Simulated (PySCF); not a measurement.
**Electron correlation in Bi⁶⁹⁺ (bismuth, charge +69)**

[Ne] 3s2 3p2, high-spin 3P determinant. All numbers are calculated (PySCF 2.14, scalar relativity by spin-free X2C-1e, in an even-tempered Gaussian basis (17 s from 21 bohr⁻², ratio 2.5; 12 p from 28 bohr⁻², ratio 2.5; 4 d from 110 bohr⁻², ratio 2.7; 4 f from 160 bohr⁻², ratio 2.7)). Frozen: 1s2; 12 electrons correlated; the 17 highest virtual orbitals of each spin left out.

```
  level  correlation energy (mhartree)
   CCSD                        -548.59
    (T)                          -0.30
CCSD(T)                        -548.89
```

Diagnostics: T1 = 0.00018, D1 = 0.0008, largest double amplitude 0.024.

Is a single reference adequate?

Yes, within this model without spin-orbit coupling: T1 lies below 0.03 and no double amplitude reaches 0.07.

At this charge the one-electron X2C treatment keeps the bare 1/r₁₂, with no two-electron picture change or Breit term. The effect here is smaller than on the frozen 1s shell; and a scalar Hamiltonian misses the large spin-orbit splitting of the p shells, which matters for ns² → np² pairs.

Spin-orbit coupling is strong in this species, so the high-spin LS determinant is a model state.
